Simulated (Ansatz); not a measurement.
Reaction (formal exchange of groups at a B–N bond): `NB(O)F` + silanol → `O[SiH2]B(O)F` + NH₃

Gas-phase electronic energies from Ansatz, PBE0-D4/def2-TZVP geometries. CBS: MP2 limit from def2 TZ/QZ plus the TZ coupled-cluster correction, frozen cores. This one scheme is used for every species. DFT in def2-TZVPP. Each species was taken in one conformer, which may not be the lowest.

`NB(O)F`:

```xyz
7

N     0.022    0.578   -0.735
B     0.162    0.019    0.548
O    -0.231   -1.232    0.918
F     0.728    0.763    1.504
H     0.338    1.511   -0.931
H    -0.386    0.109   -1.521
H    -0.633   -1.747    0.218
```

`O[SiH3]`:

Z-matrix (Å, degrees):
```
Si
O 1 1.648
H 1 1.489 2 111.7
H 1 1.489 2 111.7 3 120.9
H 1 1.481 2 105.9 3 -119.6
H 2 0.957 1 117.9 3 -60.5
```

`O[SiH2]B(O)F`:

Z-matrix (Å, degrees):
```
Si
B 1 2.035
O 1 1.653 2 110.9
H 1 1.493 2 108.7 3 122.8
H 1 1.484 2 111.6 3 -118.5
F 2 1.342 1 119.7 3 -14.3
O 2 1.347 1 121.6 3 166.6
H 3 0.958 1 117.1 2 36.6
H 7 0.965 2 113.7 1 179.0
```

NH₃:

```xyz
4

N    -0.276    0.051   -0.029
H     0.114    0.542    0.766
H    -0.087   -0.935    0.108
H     0.249    0.342   -0.845
```

Question: Is it downhill or uphill in electronic energy at CCSD(T)/CBS, and by how much? (Estimate.)

Answer: The calculation gave: Uphill: ΔE = +119.0 kJ/mol.

Question: What do these levels give: r2SCANh-D4, PBE, CCSD/def2-TZVPP, CCSD(T)/def2-TZVPP, HF/CBS(def2), CCSD/CBS(def2)? (Best estimate.)

Answer: Ansatz gave: r2SCANh-D4 122.8, PBE 107.9, CCSD/def2-TZVPP 123.4, CCSD(T)/def2-TZVPP 120.1, HF/CBS(def2) 142.1, CCSD/CBS(def2) 122.3 kJ/mol.

Question: What do rigid-rotor, harmonic-oscillator terms from PBE0-D4/def2-TZVP frequencies (298.15 K, 1 bar) make of the CCSD(T)/CBS value? (Best estimate.)

Answer: The calculation gave: ΔZPE = +0.6 kJ/mol, ΔH = +123.4 kJ/mol, ΔS = 1 J/(mol·K), ΔG = +123.2 kJ/mol. Modes under 50 cm⁻¹ make the entropy rough.

Largest T1 diagnostic among the species: 0.013.

In def2-TZVPP, CCSD(T) changes the Hartree–Fock value by −21.5 kJ/mol (the triples alone add −3.3 kJ/mol) and MP2 by −16.1 kJ/mol. At CCSD(T), def2-SVP lies +13.5 kJ/mol from the extrapolated value and def2-TZVPP +1.1 kJ/mol.
